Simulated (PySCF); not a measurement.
A calculated (M06-L, PySCF 2.14, jorge-DZP-DKH, scalar relativity by spin-free X2C-1e) atom or ion has these occupied shells.

```
shell  electrons  orbital energy (eV)  rms radius, mean of both spins (bohr)
   1s          2              -16.438                                   1.08
```

Q: Name the element and its charge.

A: He (helium, neutral), in 1s2, closed-shell 1S.
